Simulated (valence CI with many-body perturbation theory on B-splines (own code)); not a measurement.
P: calculation against measured levels

Computed by relativistic CI+MBPT: five valence electrons over a frozen Dirac-Fock core [Ne], radial functions for each j: 9 s, 9 p, 8 d, 6 f, 3 g, 1 h, with the one-electron correlation potential Σ1, the two-electron term Σ2, the three-electron term Σ3, Breit, model QED; selected CI, second order for the rest, scaled by the run's own slope (own B-spline code, finite nucleus).

Against 25 measured levels this calculation errs by 56 cm⁻¹ on average and by 186 at most. These come from a selection out of the NIST Handbook of Basic Atomic Spectroscopic Data. Levels without a partner in it may be off by more. Among the levels kept, up to 2600 cm⁻¹ of a level comes from second order outside the variational space, and about a tenth of that is noise between levels of different J, which matters for small intervals.

Measured levels: NIST Handbook of Basic Atomic Spectroscopic Data (Sansonetti and Martin, J. Phys. Chem. Ref. Data 34, 1559 (2005)). Pairs share parity and J, and are chosen by configuration, term and nearness in energy; levels without a clear partner are left out. Energies in cm⁻¹ above the measured ground level. The last column is blank where CI alone has no clear partner.

Names give the largest LS component (configuration and term), which can be under half, so a name can repeat, a term be missing and a line seem to break the LS rules; names also repeat where a configuration has a term twice. Letters in brackets count levels of one name in rising energy.

| Computed label | Label in the source | Measured | Computed | Difference | CI alone, difference |
| --- | --- | --- | --- | --- | --- |
| 3s2 3p3 4S°_3/2 | 3s2 3p3 4S° | 0 | 0.0 | 0 | 0 |
| 3s2 3p3 2D°_3/2 | 3s2 3p3 2D° | 11361.0 | 11482.6 | +122 | +191 |
| 3s2 3p3 2D°_5/2 | 3s2 3p3 2D° | 11376.6 | 11518.7 | +142 | +209 |
| 3s2 3p3 2P°_1/2 | 3s2 3p3 2P° | 18722.7 | 18849.9 | +127 | +184 |
| 3s2 3p3 2P°_3/2 | 3s2 3p3 2P° | 18748.0 | 18934.3 | +186 | +245 |
| 3s2 3p2 4s 4P_1/2 | 3s2 3p2(3P) 4s 4P | 55939.4 | 55875.1 | -64 | -100 |
| 3s2 3p2 4s 4P_3/2 | 3s2 3p2(3P) 4s 4P | 56090.6 | 56064.3 | -26 | -69 |
| 3s2 3p2 4s 4P_5/2 | 3s2 3p2(3P) 4s 4P | 56339.7 | 56315.4 | -24 | -61 |
| 3s2 3p2 4s 2P_1/2 | 3s2 3p2(3P) 4s 2P | 57876.6 | 57829.4 | -47 | -33 |
| 3s2 3p2 4s 2P_3/2 | 3s2 3p2(3P) 4s 2P | 58174.4 | 58154.3 | -20 | -11 |
| 3s 3p4 4P_5/2 | 3s 3p4 4P | 59534.5 | 59477.2 | -57 | -671 |
| 3s 3p4 4P_3/2 | 3s 3p4 4P | 59715.9 | 59638.0 | -78 | -704 |
| 3s 3p4 4P_1/2 | 3s 3p4 4P | 59820.4 | 59732.9 | -87 | -705 |
| 3s2 3p2 4p 2S°_1/2 | 3s2 3p2(3P) 4p | 64239.6 | 64189.2 | -50 | -97 |
| 3s2 3p2 4s 2D_3/2 | 3s2 3p2(1D) 4s 2D | 65156.2 | 65214.7 | +58 | +93 |
| 3s2 3p2 4s 2D_5/2 | 3s2 3p2(1D) 4s 2D | 65157.1 | 65221.9 | +65 | +103 |
| 3s2 3p2 4p 4D°_1/2 | 3s2 3p2(3P) 4p 4D° | 65373.6 | 65322.2 | -51 | -96 |
| 3s2 3p2 4p 4D°_3/2 | 3s2 3p2(3P) 4p 4D° | 65450.1 | 65441.9 | -8 | -57 |
| 3s2 3p2 4p 4D°_5/2 | 3s2 3p2(3P) 4p 4D° | 65585.1 | 65586.0 | +1 | -47 |
| 3s2 3p2 4p 4D°_7/2 | 3s2 3p2(3P) 4p 4D° | 65788.5 | 65760.4 | -28 | -70 |
| 3s2 3p2 4p 4P°_1/2 | 3s2 3p2(3P) 4p 4P° | 66343.4 | 66279.7 | -64 | -106 |
| 3s2 3p2 4p 4P°_3/2 | 3s2 3p2(3P) 4p 4P° | 66360.3 | 66337.7 | -23 | -73 |
| 3s2 3p2 4p 4P°_5/2 | 3s2 3p2(3P) 4p 4P° | 66544.2 | 66533.5 | -11 | -55 |
| 3s2 3p2 4p 2D°_3/2 [a] | 3s2 3p2(3P) 4p 2D° | 66813.3 | 66821.2 | +8 | -41 |
| 3s2 3p2 4p 4S°_3/2 | 3s2 3p2(3P) 4p | 66834.6 | 66791.3 | -43 | -105 |
| 3s2 3p2 4p 2D°_5/2 [a] | 3s2 3p2(3P) 4p 2D° | 67113.9 | 67118.1 | +4 | -41 |

Over 25 excited levels the mean absolute difference is 56 cm⁻¹, the median 50 and the largest 186. For the 25 levels that pair on every rung the mean is CI alone 167, + Σ1 517, + Σ2 110, + Σ3 54, + Breit 56, + QED 56. The comparison draws on a selection of the measured levels: 26 of the 57 computed ones have a partner in it, and others may be off by more.

Rates against NIST Handbook of Basic Atomic Spectroscopic Data (Sansonetti and Martin, J. Phys. Chem. Ref. Data 34, 1559 (2005)):

```tsv
λ vac, measured (nm)	Upper	Lower	A computed (s⁻¹)	A tabulated (s⁻¹)
167.46	3s 3p4 4P_3/2	3s2 3p3 4S°_3/2	4.12e+06	7.73e+07
167.97	3s 3p4 4P_5/2	3s2 3p3 4S°_3/2	3.01e+06	8.45e+07
177.49	3s2 3p2 4s 4P_5/2	3s2 3p3 4S°_3/2	2.03e+08	2.38e+08
178.28	3s2 3p2 4s 4P_3/2	3s2 3p3 4S°_3/2	2.02e+08	2.38e+08
178.76	3s2 3p2 4s 4P_1/2	3s2 3p3 4S°_3/2	2.00e+08	2.52e+08
213.61	3s2 3p2 4s 2P_3/2	3s2 3p3 2D°_3/2	2.16e+07	2.11e+07
213.69	3s2 3p2 4s 2P_3/2	3s2 3p3 2D°_5/2	2.59e+08	2.83e+08
214.98	3s2 3p2 4s 2P_1/2	3s2 3p3 2D°_3/2	2.87e+08	3.18e+08
215.36	3s2 3p2 4s 2D_3/2	3s2 3p3 2P°_1/2	2.82e+07	4.85e+07
215.47	3s2 3p2 4s 2D_5/2	3s2 3p3 2P°_3/2	3.45e+07	5.80e+07
253.47	3s2 3p2 4s 2P_3/2	3s2 3p3 2P°_1/2	1.58e+07	2.00e+07
253.64	3s2 3p2 4s 2P_3/2	3s2 3p3 2P°_3/2	7.50e+07	9.50e+07
255.40	3s2 3p2 4s 2P_1/2	3s2 3p3 2P°_1/2	5.73e+07	7.10e+07
952.84	3s2 3p2 4p 4S°_3/2	3s2 3p2 4s 4P_5/2	2.10e+07	1.80e+07
975.34	3s2 3p2 4p 4P°_1/2	3s2 3p2 4s 4P_3/2	2.18e+07	2.40e+07
979.95	3s2 3p2 4p 4P°_5/2	3s2 3p2 4s 4P_5/2	2.01e+07	2.10e+07
```
